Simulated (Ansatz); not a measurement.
`N[CH2][ZnH]` + H₂ → `[ZnH2]` + CH₃NH₂ at 500 K and 1 bar (hydrogenolysis of a Zn–C bond).

Calculated with Ansatz (gas phase, PBE0-D4/def2-TZVP geometries, no zero-point term in ΔE). CBS: MP2 limit from def2 TZ/QZ plus the TZ coupled-cluster correction, frozen cores. This one scheme is used for every species. For Zn outer-core shells are correlated without core-valence functions, which leaves a few kJ/mol of doubt a bond. Scalar relativity is left out up to krypton. One conformer a species, not always the lowest.

```csv
species,CCSD(T)/CBS energy (Eh),H − E (kJ/mol),S (J/(mol·K))
`N[CH2][ZnH]`,-1874.10358,190.3,341.3
H₂,-1.17544,41.0,145.5
`[ZnH2]`,-1779.54550,48.1,221.7
CH₃NH₂,-95.75281,191.8,270.3
```

H − E and S are ideal-gas, rigid-rotor, harmonic terms from PBE0-D4/def2-TZVP, for one conformer and one mirror image of each species. For small species the MP2-based limit differs from directly extrapolated CCSD(T) by up to some mEh (0.8 for H₂); such offsets cancel only in part. 1 Eh = 2625.50 kJ/mol, R = 8.31446 J/(mol·K).

Question: By hand: ΔE, ΔH, ΔS and ΔG.

Answer: ΔE = (-1779.54550) + (-95.75281) − (-1874.10358) − (-1.17544) = -0.01929 Eh = -50.6 kJ/mol. Δ(H − E) = 48.1 + 191.8 − 190.3 − 41.0 = 8.6, so ΔH = -42.0 kJ/mol. ΔS = 221.7 + 270.3 − 341.3 − 145.5 = 5.2 J/(mol·K). ΔG = -42.0 − 500 × (5.2)/1000 = -44.6 kJ/mol.

Question: By hand: the equilibrium constant, and the temperature at which ΔG would vanish if ΔH and ΔS stayed fixed.

Answer: log₁₀ K = −ΔG/(RT ln 10) = 4.7. ΔH and −TΔS have one sign here, so there is no such temperature.

The number of gas molecules stays the same, so ΔS is small and ΔH decides. A doubt of 5 kJ/mol in ΔE shifts log₁₀ K by 0.5 here. Other conformers and mirror images would add mixing entropy, several J/(mol·K) or more a flexible species. These are equilibria of isolated gas molecules and say nothing of rates. Largest T1 diagnostic: 0.016 (customary marks: 0.02 for closed shells, 0.045 for open ones).

ΔS is within the doubt of such terms, so its sign, and with it that verdict, could turn.
